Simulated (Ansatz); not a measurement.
The molecule NaC, multiplicity 4 (lowest of 2S+1 = 2, 4 at CCSD(T)/def2-TZVPP on PBE0 minima; our sources give no spin for the ground state, which may be another).

D_e counts from the fitted minimum to each atom's lowest state at the same level, without counterpoise.

Correlated levels freeze the inner cores; with def2 sets outer-core shells near the valence are correlated too.

The values were computed with Ansatz (Gaussian basis) for Hartree–Fock, density functionals and correlated methods. 

The comparison value is 1.987 eV (CCSD(T)/def2-QZVPP). It is a level with limits of its own, not the exact answer.

**Question.** Order these levels by how close they come to the comparison value for the bond energy D_e, closest first: SVWN5/def2-TZVPP, PBE0/def2-TZVPP, BHLYP/def2-TZVPP, B97M-V/def2-TZVPP, r2SCAN/def2-TZVPP. Give each level's value less the comparison value.

**Answer.** PBE0/def2-TZVPP (0.041 eV), B97M-V/def2-TZVPP (0.125 eV), r2SCAN/def2-TZVPP (0.216 eV), BHLYP/def2-TZVPP (-0.286 eV), SVWN5/def2-TZVPP (0.490 eV)

Ansatz is a program for electronic structure.
